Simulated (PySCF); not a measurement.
Coordinates in bohr (charge 0 multiplicity 3):
```
Te    0.0000    0.9394    0.0000
Mg    0.0000   -2.5974    3.5556
Mg    0.0000   -2.5974   -3.5556
```

These are results of PySCF, UPBE0, basis Te def2-TZVP with ECP28, Mg def2-TZVP (scalar-relativistic core potentials, no spin–orbit coupling, density fitting), not measurements.

This geometry of Mg₂Te is a stationary point at this level.

**Question.** What is the point group?

**Answer.** C2v.

**Question.** Is it a minimum?

**Answer.** Yes: all harmonic wavenumbers are real.

**Question.** What are the dipole moment and the gap between the highest occupied and lowest empty levels of either spin?

**Answer.** 2.30 D and 2.20 eV.

**Question.** Give the ideal-gas entropy at 298.15 K and 1 bar by parts.

**Answer.** translation 173.5, rotation 107.7, vibration 31.4, spin 9.1; total 321.7 J/(mol K).

**Question.** What is the atomisation energy, with and without zero-point energy?

**Answer.** 285 kJ/mol without, 281 kJ/mol with.

Only a few start shapes were tried, so a lower isomer may exist. With an element this heavy the missing spin–orbit coupling can shift these numbers.
